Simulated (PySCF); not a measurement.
Molecule: SMILES C[Si](O)(O)O, CH6O3Si.

Bonds (- single, = double, # triple, : aromatic): C1-Si2 1.853 Å, Si2-O3 1.657 Å, Si2-O4 1.655 Å, Si2-O5 1.666 Å. C1 carries H6, H7, H8; O3 carries H9; O4 carries H10; O5 carries H11.

Geometry PBE0-D3(BJ)/def2-SVP throughout; GIAO in PySCF, gas phase, one conformer, non-relativistic; equivalent atoms averaged; functional PBE0.

For orientation, 6-31G gives these shifts δ (against TMS, H2O at the same level): C1 -2.3, Si2 7.6, O3/O4/O5 32.9, H6/H7/H8 0.22, H9/H10/H11 0.98 ppm.

A run gave: C1 -5.0, Si2 -9.7, O3/O4/O5 55.0, H6/H7/H8 0.26, H9/H10/H11 1.05 ppm (shifts δ (against TMS, H2O at the same level)).

Task: Which basis set was used in that run?
A. 6-311+G(2d,p)
B. aug-cc-pVDZ
C. def2-TZVP
D. IGLO-III
E. cc-pVTZ

Result: B. Si2 tells them apart best: aug-cc-pVDZ gives -9.7, def2-TZVP gives -28.3, cc-pVTZ gives -19.1, IGLO-III gives -29.6, 6-311+G(2d,p) gives -24.0 ppm.
